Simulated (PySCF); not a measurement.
(E)-2-bromo-1-fluoroprop-1-ene (C3H4BrF), SMILES C/C(Br)=C\F. Geometry optimised at PBE-D3(BJ)/def2-SVP.

Method: PBE-D3(BJ)/def2-SVP run with PySCF.

Harmonic wavenumbers (cm⁻¹): 174, 220, 251, 281, 372, 409, 716, 807, 952, 1008, 1063, 1150, 1285, 1347, 1394, 1399, 1689, 2971, 3050, 3084, 3144. Rotational constants (GHz): 7.312, 1.558, 1.295; symmetry number 1.

### Question
Work out the zero-point energy and the ideal-gas rigid-rotor harmonic-oscillator thermochemistry at 298.15 K and 1 atm.

### Answer
ZPE = ½ Σ hcν = ½ × 26766 cm⁻¹ = 38.26 kcal/mol. H − E(el) = 42.55 kcal/mol. Entropy in cal/(mol K): translation 40.70, rotation 27.48, vibration 10.51, total 78.69. G − E(el) = 19.09 kcal/mol. Cp = 21.41 cal/(mol K).
